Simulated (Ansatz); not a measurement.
Gas-phase electronic energies from Ansatz, PBE0-D4/def2-TZVP geometries. CCSD(T)/CBS adds triple-zeta CCSD(T) − MP2 to the extrapolated MP2 energy (def2 sets, frozen cores). Elements past krypton have def2 core potentials. For Ge, In outer-core shells are correlated without core-valence functions, which leaves a few kJ/mol of doubt a bond. Scalar relativity is left out up to krypton.

Consider the cleavage of the In–Al bond: `[CH3][Al]([CH3])[InH2]` + `C[NH][GeH3]` → `C[N]([GeH3])[InH2]` + `[CH3][AlH][CH3]`.

```csv
species,HF/def2-TZVPP energy (Eh)
`[CH3][Al]([CH3])[InH2]`,-511.54751
`C[NH][GeH3]`,-2171.78772
`C[N]([GeH3])[InH2]`,-2361.55848
`[CH3][AlH][CH3]`,-321.76759
```

Task: Work out ΔE.

Result: ΔE = (-2361.55848) + (-321.76759) − (-511.54751) − (-2171.78772) = 0.00916 Eh = +24.0 kJ/mol. CCSD(T)/CBS gives +3.8 kJ/mol.

Largest T1 diagnostic among the species: 0.015.

The D4 term adds −7.1 kJ/mol with B3LYP and −3.6 kJ/mol with PBE0; it sums over pairs of atoms, weighted by their polarisabilities, and B3LYP, whose exchange is more repulsive, gets the larger term. Leaving LDA and LC-ωPBE aside and taking each functional with its dispersion term where it has one, the values, not all of them listed here, spread over 24.0 kJ/mol, from B97M-V to HSE06-D4. LDA lies −8.1 kJ/mol from PBE without D4. In def2-TZVPP, CCSD(T) changes the Hartree–Fock value by −18.8 kJ/mol (the triples alone add −4.7 kJ/mol) and MP2 by −26.1 kJ/mol.

B3LYP here is the variant with VWN-RPA as its local correlation; programs differ in this.
